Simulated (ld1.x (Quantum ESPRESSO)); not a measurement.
# Before and after: ultrasoft potential for nickel (Ni)

nickel (Ni), ultrasoft, made with ld1.x (Quantum ESPRESSO) 7.5 (PBEsol, scalar-relativistic). Core [Ar], reference 3d8 4s2 4p0. Waves: 4s (bound): rcut 1.70, rcutus 2.00 bohr; 4s channel at 2.15 Ry: rcut 1.70, rcutus 2.00 bohr; 4p (bound, empty): rcut 2.45, rcutus 2.95 bohr; 4p channel at 1.5 Ry: rcut 2.45, rcutus 2.95 bohr; 3d (bound): rcut 1.20, rcutus 1.50 bohr; 3d channel at -0.2 Ry: rcut 1.20, rcutus 1.50 bohr. Local part: all-electron potential smoothed inside 2.10 bohr (lloc = -1). Core correction: none. Augmentation charge: built from norm-conserving waves at rcut, not smoothed further.

All-electron outer shells of the reference configuration (PBEsol, scalar-relativistic, ld1.x):

| shell | level (eV) | outermost node (bohr) | outermost maximum (bohr) |
| --- | --- | --- | --- |
| 3s | -110.78 | 0.30 | 0.64 |
| 3p | -71.25 | 0.27 | 0.65 |
| 3d | -8.90 | – | 0.63 |
| 4s | -5.66 | 0.92 | 2.24 |
| 4p | -1.19 | 1.00 | 3.14 |

Change: wave 3d channel at -0.2 Ry: rcut 1.20, rcutus 1.50 bohr becomes 3d channel at -0.37 Ry: rcut 1.20, rcutus 1.50 bohr.

Cutoffs: the cutoffs (Ry, on a coarse ladder) from which the occupation-weighted sum of valence levels, in a spherical-Bessel basis at the reference potential, stays within 10 and 1 mRy of its value at 400 Ry; they do not see the model core or the augmentation charge, which bear on the density cutoff. Errors are all-electron minus pseudo energies relative to the spin-unpolarised reference configuration.

Question: Predict the effect on cutoff, ghosts and configuration errors.

Answer: The potential gets neither clearly harder nor softer (50 Ry and 80 Ry → 50 Ry and 80 Ry); the errors of the 7 common tests hardly move; neither file shows a bound ghost.

| quantity | base | changed |
| --- | --- | --- |
| cutoff, loose | 50 Ry | 50 Ry |
| cutoff, tight | 80 Ry | 80 Ry |
| bound ghosts | none | none |
| error for 3d8 4s1 4p0, meV [ΔE 9.34 eV] | -5.1 | -5.2 |
| error for 3d8 4s0 4p0, meV [ΔE 26.60 eV] | -0.5 | -0.7 |
| error for 3d7 4s0 4p0, meV [ΔE 64.03 eV] | +74 | +72 |
| error for 3d8.5 4s1.5 4p0, meV [ΔE -1.19 eV] | -25 | -26 |
| error for 3d9 4s0 4p0, meV [ΔE 6.26 eV] | -161 | -163 |
| error for 3d8 4s1.5 4p0, meV [ΔE 3.73 eV] | -1.4 | -1.4 |
| error for 3d8 4s1 4p1, meV [ΔE 4.63 eV] | -0.6 | -0.6 |
| s: phases at 3.19 bohr within 0.05 rad from the reference energy up to (Ry; the scan ends near 5) | to the end of the scan | to the end of the scan |
| p: phases at 3.19 bohr within 0.05 rad from the reference energy up to (Ry; the scan ends near 5) | 2.8 | 2.8 |
| d: phases at 3.19 bohr within 0.05 rad from the reference energy up to (Ry; the scan ends near 5) | 4.3 | 4.2 |
| lowest overlap eigenvalue by channel | s 0.31, p 0.62, d 1.00 | s 0.31, p 0.62, d 1.00 |
